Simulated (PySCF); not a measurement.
## O²⁺ (oxygen, charge +2) across methods

[He] 2s1 2p3, high-spin 5S determinant (an excited configuration). Computed with PySCF 2.14 in x2c-TZVPPall (5s3p2d1f, 31 functions), with scalar relativity by spin-free X2C-1e.

```tsv
method	E (hartree)	mean ε 1s β (eV)	mean ε 2s α (eV)	mean ε 2p α (eV)	Σ⟨r²⟩ (bohr²)	⟨S²⟩
r2SCAN0	-73.0620	-568.61	-66.569	-49.439	4.918	6.000
PBE	-72.9742	-552.66	-60.957	-45.781	4.980	6.000
r2SCAN	-73.0630	-557.97	-63.095	-46.837	4.928	6.000
wB97X	-73.0680	-565.42	-67.324	-50.958	4.949	6.000
BHandHLYP	-73.0342	-577.49	-68.745	-51.190	4.931	6.000
UHF	-72.95137	-599.89	-77.020	-56.915	4.909	6.000
B97-3	-73.0308	-566.20	-65.292	-48.774	4.950	6.000
LDA	-72.4864	-548.74	-60.465	-45.736	5.000	6.000
PBE0	-72.9961	-564.67	-65.090	-48.690	4.953	6.000
```
